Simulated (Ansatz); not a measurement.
Input for Ansatz (a program for electronic structure):
Ansatz 0.2 input:
```yaml
crystal:
  periodic: [false, false, false]
  atoms:
    - {symbol: Ge, position_ang: [0.01332486, -0.01119836, 0.43892087]}
    - {symbol: F, position_ang: [0.62471047, 1.17087434, -0.77062296]}
    - {symbol: F, position_ang: [-0.67208775, -1.13105795, -0.78998457]}
basis:
  gaussian:
    orbitals: 6-31G*
hamiltonian:
  xc: hf
```

### Question
Give the total energy at the level HF/6-31G* in Ansatz.

### Answer
-61879.3131 eV

### Question
Predict the number of basis functions from HF/6-31G*.

### Answer
65
